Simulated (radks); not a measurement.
Spin polarisation of the 3d6 shell in the iron ion Fe+. Start: [Ar] 3d(up 3, down 3) 4s(up 0.5, down 0.5); electrons of 3d are moved from spin down to spin up, other shells keep equal spins. Calculated with a radial shooting solver on a logarithmic mesh with Libxc functionals: scalar-relativistic Kohn-Sham, r2SCAN, spin-polarised, spherical densities, finite nucleus; meta-GGA in the generalised Kohn-Sham scheme; Fermi nuclear charge, rms radius of each element as measured or else 0.836 A^(1/3) + 0.57 fm.

moment (Bohr magnetons)  E - E(0) (eV)  e(3d up) (eV)  e(3d down) (eV)  4s down minus up (eV)  3p down minus up (eV)
0                                0.000        -16.014          -16.014                  0.000                 0.000
1                               -0.316        -16.606          -15.343                  0.259                  1.383
2                               -1.263        -17.120          -14.593                  0.518                  2.768
3                               -2.844        -17.553          -13.756                  0.776                  4.154
4                               -5.061        -17.898          -12.824                  1.040                  5.541

At moment 4 the spin-polarisation energy is -5.061 eV and the 3d exchange splitting 5.074 eV, that is 1.268 eV per Bohr magneton; E = -I m^2/4 would give I = 1.265 eV.
